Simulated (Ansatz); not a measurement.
Molecule (SMILES): F[Si]F (closed-shell singlet).
Geometry (B3LYP-D3(BJ)/def2-TZVP, fixed):
```
Si
F 1 1.6090
F 1 1.6090 2 100.76
```
Charge 0, spin multiplicity 1.

Basis-set convergence of the dipole moment at PBE0 with Ansatz (a first-principles code). Dipoles come from the density behind the forces; the sign is taken along the dipole that this method gives in the largest set. Cartesian d functions, on some or all atoms, in 6-311G**, 6-311+G**; all else is spherical. The program fits the integrals of some runs and decomposes those of others, by size. No added dispersion term, no relativity. Reference: the value in aug-pcseg-3, 1.157 D, itself unsure by roughly 0.001 D (its mean distance from aug-cc-pV(Q+d)Z, def2-QZVPPD). Deviations are taken from unrounded values.

```json
[
 {"basis": "def2-SVP", "functions": "46", "dipole moment (D)": "1.032"},
 {"basis": "def2-SVPD", "functions": "70", "dipole moment (D)": "1.210"},
 {"basis": "pcseg-1", "functions": "46", "dipole moment (D)": "1.250"},
 {"basis": "aug-pcseg-1", "functions": "73", "dipole moment (D)": "1.115"},
 {"basis": "cc-pV(D+d)Z", "functions": "51", "dipole moment (D)": "1.120"},
 {"basis": "aug-cc-pV(D+d)Z", "functions": "78", "dipole moment (D)": "1.181"},
 {"basis": "6-311G**", "functions": "63", "dipole moment (D)": "1.278"},
 {"basis": "6-311+G**", "functions": "75", "dipole moment (D)": "1.444"},
 {"basis": "pcseg-2", "functions": "94", "dipole moment (D)": "1.224"},
 {"basis": "aug-pcseg-2", "functions": "142", "dipole moment (D)": "1.149"},
 {"basis": "cc-pV(T+d)Z", "functions": "99", "dipole moment (D)": "1.057"},
 {"basis": "aug-cc-pV(T+d)Z", "functions": "147", "dipole moment (D)": "1.156"},
 {"basis": "def2-TZVP", "functions": "99", "dipole moment (D)": "1.133"},
 {"basis": "def2-TZVPD", "functions": "123", "dipole moment (D)": "1.157"},
 {"basis": "def2-TZVPP", "functions": "104", "dipole moment (D)": "1.134"},
 {"basis": "def2-TZVPPD", "functions": "128", "dipole moment (D)": "1.159"},
 {"basis": "cc-pV(Q+d)Z", "functions": "174", "dipole moment (D)": "1.128"},
 {"basis": "aug-cc-pV(Q+d)Z", "functions": "249", "dipole moment (D)": "1.158"},
 {"basis": "def2-QZVPP", "functions": "184", "dipole moment (D)": "1.153"},
 {"basis": "def2-QZVPPD", "functions": "208", "dipole moment (D)": "1.156"},
 {"basis": "pcseg-3", "functions": "184", "dipole moment (D)": "1.164"},
 {"basis": "aug-pcseg-3", "functions": "259", "dipole moment (D)": "1.157"}
]
```

What the diffuse functions change, pair by pair:
- def2-SVP to def2-SVPD: 24 more functions, deviation -0.125 to 0.053 D
- pcseg-1 to aug-pcseg-1: 27 more functions, deviation 0.093 to -0.042 D
- cc-pV(D+d)Z to aug-cc-pV(D+d)Z: 27 more functions, deviation -0.037 to 0.024 D
- 6-311G** to 6-311+G**: 12 more functions, deviation 0.121 to 0.287 D
- pcseg-2 to aug-pcseg-2: 48 more functions, deviation 0.067 to -0.008 D
- cc-pV(T+d)Z to aug-cc-pV(T+d)Z: 48 more functions, deviation -0.100 to -0.001 D
- def2-TZVP to def2-TZVPD: 24 more functions, deviation -0.024 to 0.000 D
- def2-TZVPP to def2-TZVPPD: 24 more functions, deviation -0.023 to 0.002 D
- cc-pV(Q+d)Z to aug-cc-pV(Q+d)Z: 75 more functions, deviation -0.029 to 0.001 D
- def2-QZVPP to def2-QZVPPD: 24 more functions, deviation -0.004 to -0.001 D
- pcseg-3 to aug-pcseg-3: 75 more functions, deviation 0.007 to 0.000 D

Leaving out the reference's own pair, they bring the value nearer the reference by more than 0.001 D in 9 of 10 pairs.
